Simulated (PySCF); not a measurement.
**Potential energy of NaSr⁺ along the bond**

Set-up: Na def2-SVP, Sr def2-SVP with ECP28; scalar-relativistic core potentials (PySCF 2.14). Energies in eV from Na⁺ + Sr in their ground configurations at the same level. State: ¹Σ⁺ (singlet), closed shell.

```json
{"R (Å)": "3.178", "PW91": "-1.060"}
{"R (Å)": "3.325", "PW91": "-1.152"}
{"R (Å)": "3.473", "PW91": "-1.202"}
{"R (Å)": "3.584", "PW91": "-1.220"}
{"R (Å)": "3.695", "PW91": "-1.224"}
{"R (Å)": "3.806", "PW91": "-1.217"}
{"R (Å)": "3.954", "PW91": "-1.195"}
{"R (Å)": "4.138", "PW91": "-1.153"}
{"R (Å)": "4.360", "PW91": "-1.090"}
{"R (Å)": "4.656", "PW91": "-0.997"}
```

Task: Put a parabola through the three lowest points of the PW91 curve and estimate Re, k and ωe (reduced mass 18.22 u; 1 eV/Å² = 0.16022 mdyn/Å; ωe = 1302.8·√(k/μ) cm⁻¹).

Result: Through R = 3.584, 3.695, 3.806 Å the second-order coefficient is 0.446 eV/Å², so Re ≈ 3.680 Å, k ≈ 0.143 mdyn/Å and ωe ≈ 115 cm⁻¹. A polynomial fit of higher order to the unrounded PW91 energies gives Re = 3.676 Å, k = 0.146 mdyn/Å, ωe = 117 cm⁻¹; anharmonicity and rounding make the difference.

The higher-order fit for each curve: PW91: Re = 3.676 Å, ωe = 117 cm⁻¹, De = 1.22 eV.

Closed-shell solutions of metal pairs were not tested for spin polarisation, which can lower them a little. For an ion De counts to the pair picked by the measured ionisation energies or electron affinities, which need not be the lowest pair at this level.
